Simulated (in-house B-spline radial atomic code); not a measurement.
A fraction x of an electron is added to 3d in neutral cobalt, starting from [Ar] 3d7 4s2 and keeping the highest spin. Method: scalar-relativistic (X2C) LDA exchange-only, spin-polarised, spherical fractional occupations, Fermi nucleus of rms radius 3.7875 fm. Calculated with a B-spline radial code for spherical atoms.

```tsv
x	E(x) - E(0) (eV)	3d down level (eV)
0	0.0000	-5.346
0.1	-0.4784	-4.229
0.2	?	?
0.3	?	?
0.4	-1.2780	-1.182
0.5	-1.3506	-0.281
```

What belongs in the row x = 0.2?

An energy change of -0.8475 eV; 3d down at -3.161 eV.

What belongs in the row x = 0.3?

An energy change of -1.1123 eV; 3d down at -2.144 eV.

Up to what added charge does this functional bind the extra electron?

The highest level rises by about 9 eV per electron near x = 0.5 and would reach zero near x = 0.53, so a whole extra electron isn't bound at the basis-set limit.
